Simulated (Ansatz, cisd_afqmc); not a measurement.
Species: AsH₂, charge 0, doublet. AsH2 (SMILES [AsH2], doublet).
B3LYP-D3(BJ)/def2-TZVP minimum from Ansatz (a quantum-chemistry and plane-wave program):
```xyz
3

As    -0.0239    -0.0491    -0.0281
H     -0.0021     1.4525    -0.3209
H      0.7904     0.1673     1.2490
```
Charge 0, spin multiplicity 2.

Total energies in cc-pVTZ, 7 correlated electrons, 14 frozen orbitals. Radicals and triplets start from unrestricted determinants; spin-orbit coupling is neglected. Cores are frozen in correlated methods (noble-gas shells, and filled d and f shells in the p block). No relativity. AFQMC/CISD: phaseless, guided by CISD from CCSD amplitudes; bars are statistical, one sigma. Outlying blocks are dropped, and bars are widened where a walk drifts. Over all cases where full CI ran beside it in this data, AFQMC minus full CI had a median of +0.1 mEh and passed +0.4 mEh in a tenth of the cases.

```
method         program          energy (Eh)  minus CCSDT(Q) (mEh)
----------  ----------  -------------------  --------------------
HF              Ansatz          -2235.38487                155.81
MP2             Ansatz          -2235.51046                 30.22
CCSD            Ansatz          -2235.53506                  5.62
CCSD(T)         Ansatz          -2235.53976                  0.92
CCSDT(Q)        Ansatz          -2235.54068                  0.00
AFQMC/CISD  cisd_afqmc  -2235.5405 ± 0.0002             0.2 ± 0.2
```

Rough core times of Ansatz's runs on a shared machine: CCSD(T) under 20 s, CCSDT(Q) 50 s.
